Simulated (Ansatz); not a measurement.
`C[Se][Si](F)(F)F` + H–F → `F[Si](F)(F)F` + `C[SeH]` at 500 K and 1 bar (ligand exchange at the Si–Se bond).

Gas-phase electronic energies from Ansatz, PBE0-D4/def2-TZVP geometries. CBS: MP2 limit from def2 TZ/QZ plus the TZ coupled-cluster correction, frozen cores. This one scheme is used for every species. For Se outer-core shells are correlated without core-valence functions, which leaves a few kJ/mol of doubt a bond. Scalar relativity is left out up to krypton. One conformer a species, not always the lowest.

```json
{"species": "`C[Se][Si](F)(F)F`", "CCSD(T)/CBS energy (Eh)": "-3029.26210", "H − E (kJ/mol)": "176.0", "S (J/(mol·K))": "452.8"}
{"species": "H–F", "CCSD(T)/CBS energy (Eh)": "-100.39570", "H − E (kJ/mol)": "39.4", "S (J/(mol·K))": "188.7"}
{"species": "`F[Si](F)(F)F`", "CCSD(T)/CBS energy (Eh)": "-688.53452", "H − E (kJ/mol)": "65.4", "S (J/(mol·K))": "326.1"}
{"species": "`C[SeH]`", "CCSD(T)/CBS energy (Eh)": "-2441.15625", "H − E (kJ/mol)": "142.1", "S (J/(mol·K))": "299.3"}
```

H − E and S are ideal-gas, rigid-rotor, harmonic terms from PBE0-D4/def2-TZVP, for one conformer and one mirror image of each species. 1 Eh = 2625.50 kJ/mol, R = 8.31446 J/(mol·K).

**Question.** By hand: ΔE, ΔH, ΔS and ΔG.

**Answer.** ΔE = (-688.53452) + (-2441.15625) − (-3029.26210) − (-100.39570) = -0.03297 Eh = -86.6 kJ/mol. Δ(H − E) = 65.4 + 142.1 − 176.0 − 39.4 = -7.9, so ΔH = -94.5 kJ/mol. ΔS = 326.1 + 299.3 − 452.8 − 188.7 = -16.1 J/(mol·K). ΔG = -94.5 − 500 × (-16.1)/1000 = -86.5 kJ/mol.

**Question.** By hand: the equilibrium constant, and the temperature at which ΔG would vanish if ΔH and ΔS stayed fixed.

**Answer.** log₁₀ K = −ΔG/(RT ln 10) = 9.0. ΔG = 0 at ΔH/ΔS = 5870 K, far beyond where these terms or the molecules hold.

ΔH outweighs TΔS. A doubt of 5 kJ/mol in ΔE shifts log₁₀ K by 0.5 here. Other conformers and mirror images would add mixing entropy, several J/(mol·K) or more a flexible species. Modes under 60 cm⁻¹, often nearly free rotors, make the harmonic entropy too high. These are equilibria of isolated gas molecules and say nothing of rates. Largest T1 diagnostic: 0.011 (customary marks: 0.02 for closed shells, 0.045 for open ones).
